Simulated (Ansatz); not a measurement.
## Multireference treatment of ZnH₂, singlet

Calculated in Ansatz's Gaussian-basis code. Basis def2-SVP, nonrelativistic, 5 orbitals frozen in the corrections. State-specific CASSCF; RHF is the lowest restricted (open-shell) Hartree–Fock solution met. Small basis; these aren't basis-limit values. Solutions may break the symmetry of the shape. No proof that the lowest CASSCF solution was found.

Geometry:

```json
{"atom": "H", "x (Å)": "0.0000", "y (Å)": "0.0000", "z (Å)": "1.6459"}
{"atom": "Zn", "x (Å)": "0.0000", "y (Å)": "0.0000", "z (Å)": "0.0000"}
{"atom": "H", "x (Å)": "0.0000", "y (Å)": "0.0000", "z (Å)": "-1.6459"}
```

(1) What do CASSCF and its corrections give against RHF in CAS(4,4), and what are the occupations?

## Answers

(1) CASSCF -0.831 eV, SC-NEVPT2 -10.461 eV; occupations 1.98, 1.96, 0.04, 0.02.
